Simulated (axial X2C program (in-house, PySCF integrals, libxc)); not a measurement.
## Worked dissociation energy of CoSe: HF, without spin–orbit coupling

Computed with an axial X2C code built on PySCF integrals. Spin-free means the one-electron spin-free X2C Hamiltonian. Basis: Se dyall-cv3z [8s9p6d4f1g], Co dyall-cv3z [9s10p6d3f2g] (cores contracted in-house); Gaussian nuclei, density fitting, unrestricted open shells. Masses: Se 79.917 u, Co 58.933 u.

Molecular state: M_S = 3/2, Λ = 2 (beyond evenly filled blocks: π+α, π-α, δ+α, δ+β, δ-α).

* E(Se) (2M_S = 2, M_L = 0): -2428.147847 hartree
* E(Co) (2M_S = 3, M_L = 2): -1391.911106 hartree
* E(CoSe) at Re: -3820.074473 hartree
* ωe: 253.9 cm⁻¹
* ωexe: 0.632 cm⁻¹

**Question.** Work out De and D0.

**Answer.** De = -2428.147847 + (-1391.911106) − (-3820.074473) = 0.01552 hartree = 0.422 eV. The zero-point energy is ωe/2 − ωexe/4 = 127 cm⁻¹ = 0.016 eV, so D0 = 0.407 eV.

The state is one determinant whose occupation by symmetry is held fixed; it was picked as the lowest of a PBE0 search that is not exhaustive. De is counted from the lowest determinant-based energies of the atoms at the same level, without counterpoise correction. Other states lie close and PBE0, whose exact exchange favours high spin, may order them wrongly; the determinant shown need not be the ground state. The nearest other spin-free determinant of the search, M_S = 3/2, Λ = 3, lies 0.39 eV up at the distance of the search. The determinant is spin-polarised beyond a pure state at some levels (its spin-free form has ⟨S²⟩ too high), which makes Re and μ there less reliable. Spin-free De lacks the spin–orbit lowering of the heavy p-block atom, a tenth of an eV or more for 4p and 5p, up to an eV for 6p and one to two eV for 7p atoms, less what an open-shell molecule gains itself.

Hartree–Fock lacks correlation and underbinds, often by eV.

Each atomic determinant is the lowest at this level and need not be a pure term. Totals compare only within one Hamiltonian and basis.
